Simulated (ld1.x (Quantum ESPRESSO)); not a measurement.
# Logarithmic derivatives: carbon (C), PAW

```
Element                 : C (Z = 6)
Generator               : ld1.x (Quantum ESPRESSO) 7.5
Type                    : PAW
Functional              : PBE
Relativity              : scalar-relativistic
Frozen core             : [He]
Valence charge          : 4
Reference configuration : 2s2 2p1 (charge +1)
Partial waves           : 2s (bound): rcut 0.80, rcutus 1.05 bohr; 2s channel at -1.25 Ry: rcut 0.80, rcutus 1.05 bohr; 2p (bound): rcut 2.45, rcutus 2.80 bohr; 2p channel at 3.55 Ry: rcut 2.45, rcutus 2.80 bohr
Local potential         : all-electron potential smoothed inside 1.30 bohr (lloc = -2)
Core correction         : a·sin(br)/r model core inside 0.65 bohr
Augmentation charge     : PSQ, radius 0.70 bohr
```

The phase is arctan(r·u′/u) with u = r·R(r), unwrapped; energies in Ry, scanned from -4 to 5 Ry. A pole is an energy at which the radial function vanishes at the test radius. The pseudo phase is shifted by a multiple of π to meet the all-electron one at the reference energy, and phase errors are pseudo minus all-electron; the curves can meet again beyond the range given. Levels narrower than the energy grid can be missing from the lists of poles.

Task: For each channel, where are the poles, and over which energies does the pseudopotential scatter like the atom?

Result:

```json
{"channel": "s", "radius (bohr)": "3.05", "reference energy (Ry)": "-1.89", "poles, all-electron": "-1.79, 2.29", "poles, pseudo": "-1.79, 2.28", "unbroken range about the reference energy with phases within 0.05 rad": "below 4.9", "phase error 1 Ry above the reference energy (rad)": "-0.000"}
{"channel": "p", "radius (bohr)": "3.05", "reference energy (Ry)": "-1.25", "poles, all-electron": "-1.11, 2.33", "poles, pseudo": "-1.11, 2.42", "unbroken range about the reference energy with phases within 0.05 rad": "below -0.4", "phase error 1 Ry above the reference energy (rad)": "+0.068"}
```

Phases in the p channel:

| E (Ry) | all-electron | pseudo |
| --- | --- | --- |
| -4.00 | 1.388 | 1.390 |
| -3.76 | 1.381 | 1.383 |
| -3.52 | 1.372 | 1.375 |
| -3.28 | 1.363 | 1.366 |
| -3.04 | 1.351 | 1.355 |
| -2.80 | 1.337 | 1.342 |
| -2.56 | 1.319 | 1.325 |
| -2.32 | 1.296 | 1.303 |
| -2.08 | 1.263 | 1.272 |
| -1.84 | 1.207 | 1.219 |
| -1.60 | 1.074 | 1.093 |
| -1.36 | 0.089 | 0.125 |
| -1.12 | -1.560 | -1.553 |
| -0.88 | -1.750 | -1.732 |
| -0.64 | -1.846 | -1.817 |
| -0.40 | -1.939 | -1.890 |
| -0.16 | -2.063 | -1.978 |
| 0.08 | -2.274 | -2.108 |
| 0.32 | -2.708 | -2.341 |
| 0.56 | -3.469 | -2.831 |
| 0.80 | -4.053 | -3.602 |
| 1.04 | -4.330 | -4.122 |
| 1.28 | -4.473 | -4.368 |
| 1.52 | -4.560 | -4.500 |
| 1.76 | -4.619 | -4.582 |
| 2.00 | -4.664 | -4.640 |
| 2.24 | -4.700 | -4.684 |
| 2.48 | -4.732 | -4.722 |
| 2.72 | -4.762 | -4.755 |
| 2.96 | -4.791 | -4.788 |
| 3.20 | -4.822 | -4.821 |
| 3.44 | -4.858 | -4.858 |
| 3.68 | -4.903 | -4.903 |
| 3.92 | -4.964 | -4.960 |
| 4.16 | -5.058 | -5.043 |
| 4.40 | -5.227 | -5.176 |
| 4.64 | -5.608 | -5.425 |
| 4.88 | -6.446 | -5.949 |
